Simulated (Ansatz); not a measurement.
A run for Ansatz (a first-principles code): R-CCSD(T)/aug-cc-pVTZ on boron oxyfluoride (SMILES O=BF), atoms moved off the minimum.

Ansatz 0.2 input:
```yaml
crystal:
  periodic: [false, false, false]
  atoms:
    - {symbol: F, position_ang: [-0.07785774, 0.06745090, -1.14199605]}
    - {symbol: B, position_ang: [-0.00574313, -0.11076250, 0.00606974]}
    - {symbol: O, position_ang: [-0.08013025, -0.01055912, 1.20449336]}
basis:
  gaussian:
    orbitals: aug-cc-pVTZ
magnetization: {spin_polarized: false}
correlation: {method: ccsd_t, electrons: outside_noble_gas}
scf: {lower_state_search: off}
output: {forces: true}
```

The head of its log:

```
WARN ansatz: RAYON_NUM_THREADS=1 ignored (pool sized by the plan → 1); use --threads N
Functional definition: HF
these checks for a lower state are left out or cut short: starts, cluster_reference, orbital_swaps, neighbouring_geometries, increment
integrals: 0.28 GiB planned
849 factors; integrals over basis functions are off by at most 1.1e-3 eV
mean field: 0.25 GiB planned
mean field evaluation 1: about -5415.3071 eV, gradient 4.5e1 eV
mean field evaluation 2: about -5415.3075 eV, gradient 4.5e1 eV
mean field evaluation 4: about -5418.8221 eV, gradient 3.0e0 eV
mean field evaluation 8: about -5418.8565 eV, gradient 4.2e-1 eV
mean field -5418.85754535 eV, -199.1393417581 hartree, gradient 2.4e-6 eV, S^2 0.000000; 0 other end points of the search recorded, 0 dependent functions left out
3 core orbitals not correlated
reference -5418.85754535 eV, -199.1393417581 hartree; 8, 8 occupied and 127, 127 virtual orbitals, 849 factors
densities: 1.30 GiB planned
```

Predict the final total energy.

-199.7333 hartree (reference determinant -199.1393, T1 diagnostic 0.015).
